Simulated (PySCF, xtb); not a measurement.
CH5F2NOSi, SMILES FC[Si@](N)(F)O. The values are those of a single conformer.

Harmonic wavenumbers (cm⁻¹) from GFN2-xTB (xtb) at its own minimum, in rising order: 13, 124, 132, 192, 209, 236, 263, 273, 351, 519, 676, 746, 766, 780, 846, 908, 994, 1037, 1207, 1295, 1449, 1497, 2955, 2982, 3480, 3516, 3654.

Problem. What does B3LYP-D3(BJ)/def2-SVP (PySCF) give at its own minimum? (Estimate from the structure and the level; the computed values follow.)

Solution. 41, 115, 193, 220, 230, 307, 317, 327, 361, 392, 672, 735, 787, 818, 861, 930, 988, 1058, 1236, 1318, 1450, 1533, 3024, 3078, 3586, 3684, 3873. Paired by order, the mean absolute difference is 50 cm⁻¹ and the zero-point energies are 44.5 and 45.9 kcal/mol.
